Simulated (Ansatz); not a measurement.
A run on `C[O+]1[InH2-][O+](C)[InH2-]1` with other settings.

```yaml
crystal:
  periodic: [false, false, false]
  atoms:
    - {symbol: C, position_ang: [0.017742, 2.515261, 0.219994]}
    - {symbol: O, position_ang: [-0.228295, 1.234154, 0.750745]}
    - {symbol: In, position_ang: [1.380745, -0.174713, 1.055368]}
    - {symbol: O, position_ang: [-0.115818, -1.449690, 0.159788]}
    - {symbol: C, position_ang: [0.222638, -2.364855, -0.855888]}
    - {symbol: In, position_ang: [-1.743092, -0.052092, -0.096510]}
    - {symbol: H, position_ang: [-0.900335, 3.112832, 0.217952]}
    - {symbol: H, position_ang: [0.752697, 3.049741, 0.831658]}
    - {symbol: H, position_ang: [0.398020, 2.471188, -0.808978]}
    - {symbol: H, position_ang: [2.551924, 0.141712, -0.159128]}
    - {symbol: H, position_ang: [1.422414, -0.540075, 2.722549]}
    - {symbol: H, position_ang: [1.011339, -3.043740, -0.513831]}
    - {symbol: H, position_ang: [0.576435, -1.862017, -1.765431]}
    - {symbol: H, position_ang: [-0.643598, -2.980131, -1.122409]}
    - {symbol: H, position_ang: [-1.822142, 0.313239, -1.771908]}
    - {symbol: H, position_ang: [-2.880654, -0.370824, 1.136028]}
basis:
  gaussian: {orbitals: def2-SVP}
hamiltonian: {xc: {name: B97}}
output: {forces: true}
```

```sh
$ ansatz run in.yaml --threads 4 --pin off --events-out ev --progress --plain --max-ram 11315MiB
```

Shortened log:

```
Functional definition: B97
1742 factors; integrals over basis functions are off by at most 1.4e-3 eV
mean field evaluation 1: about -16663.5967 eV, gradient 6.7e1 eV
mean field evaluation 2: about -16641.4327 eV, gradient 1.2e2 eV
mean field evaluation 4: about -16673.0880 eV, gradient 5.5e0 eV
mean field evaluation 8: about -16673.3567 eV, gradient 1.6e-1 eV
mean field evaluation 16: about -16673.3568 eV, gradient 3.4e-5 eV
mean field -16673.35677270 eV, -612.7345597895 hartree, gradient 3.4e-5 eV, S^2 0.000000; 0 other end points of the search recorded, 0 dependent functions left out
reference -16673.35681376 eV, -612.7345612986 hartree; 40, 40 occupied and 118, 118 virtual orbitals, 1742 factors
Total energy: -16673.35681376 eV, -612.7345612986 hartree
Atom 0 at     0.017742     2.515261     0.219994 Å, force    -0.053995    -0.228938     0.119915 eV/Å
Atom 1 at    -0.228295     1.234154     0.750745 Å, force    -0.023979     0.260021     0.093285 eV/Å
Atom 2 at     1.380745    -0.174713     1.055368 Å, force     0.392955    -0.036855     0.239481 eV/Å
Atom 3 at    -0.115818    -1.449690     0.159788 Å, force    -0.000354    -0.275742    -0.026054 eV/Å
Atom 4 at     0.222638    -2.364855    -0.855888 Å, force    -0.071175     0.152238     0.206610 eV/Å
Atom 5 at    -1.743092    -0.052092    -0.096510 Å, force    -0.456245    -0.003280    -0.072749 eV/Å
Atom 6 at    -0.900335     3.112832     0.217952 Å, force    -0.291595     0.239691    -0.009730 eV/Å
Atom 7 at     0.752697     3.049741     0.831658 Å, force     0.243009     0.218697     0.188914 eV/Å
Atom 8 at     0.398020     2.471188    -0.808978 Å, force     0.135892     0.043367    -0.361460 eV/Å
Atom 9 at     2.551924     0.141712    -0.159128 Å, force     0.144553     0.032448    -0.119786 eV/Å
Atom 10 at     1.422414    -0.540075     2.722549 Å, force     0.031810    -0.039107     0.183601 eV/Å
Atom 11 at     1.011339    -3.043740    -0.513831 Å, force     0.263913    -0.257176     0.083063 eV/Å
Atom 12 at     0.576435    -1.862017    -1.765431 Å, force     0.131635     0.124179    -0.344463 eV/Å
Atom 13 at    -0.643598    -2.980131    -1.122409 Å, force    -0.271018    -0.236814    -0.114189 eV/Å
Atom 14 at    -1.822142     0.313239    -1.771908 Å, force    -0.029637     0.039391    -0.184357 eV/Å
Atom 15 at    -2.880654    -0.370824     1.136028 Å, force    -0.145770    -0.032121     0.117920 eV/Å
Dipole moment:     0.094324     0.059110    -0.249506 e Å
```

Run time 8 s (4 threads of an Arm Neoverse V2 on a shared host); peak host memory 0.85 GiB.
